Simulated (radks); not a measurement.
Values are calculated unless marked as measured or tabulated.
Orbital eigenvalues (eV) of the beryllium ion Be+, [He] 2s1, at several levels of relativity; Dirac values are averaged over j with weights 2j + 1. Spin-unpolarised spherical Kohn-Sham, BLYP, point nucleus unless stated (finite: rms radius 2.519 fm), a radial shooting solver on a logarithmic mesh with Libxc functionals. A level marked "c x" has the speed of light scaled by that factor.

1s: non-rel. -118.15; scalar-rel., finite nucleus -118.17; Dirac -118.17; Dirac, c x 0.85 -118.18; change of magnitude, last against first (%) +0.02
2s: non-rel. -13.636; scalar-rel., finite nucleus -13.639; Dirac -13.639; Dirac, c x 0.85 -13.640; change of magnitude, last against first (%) +0.02
